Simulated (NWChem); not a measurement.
# Correlation energy of Cl₂Si

```xyz
3

Si     0.0000     0.0000    -0.9417
Cl    -1.6401     0.0000     0.3877
Cl     1.6401     0.0000     0.3877
```
Charge 0, spin multiplicity 1.

Program: NWChem. Structure: optimised with PBE/def2-SVP, a minimum by its harmonic frequencies.

Basis set: 6-31G*. Each correlation energy counts from its own Hartree-Fock reference.

```tsv
method	correlation energy (mHa)	difference from CCSD(T)
CR-CCSD(T)	-366.6	+2.3
SCS-MP2	-315.0	+53.9
CCSD	-358.2	+10.7
CCSD(T)	-368.9	0.0
CCSD+T(CCSD)	-369.4	-0.5
CR-CCSD[T]	-367.0	+1.9
MP2	-322.5	+46.5
```

The values span 54.4 mHa, from CCSD+T(CCSD) (lowest) to SCS-MP2 (highest). 

The correlated methods keep 15 core orbitals frozen. The Pople sets run with spherical d functions. The structure started from a generated list of species. No row is a measurement; the coupled-cluster row has its own basis-set and correlation limits.
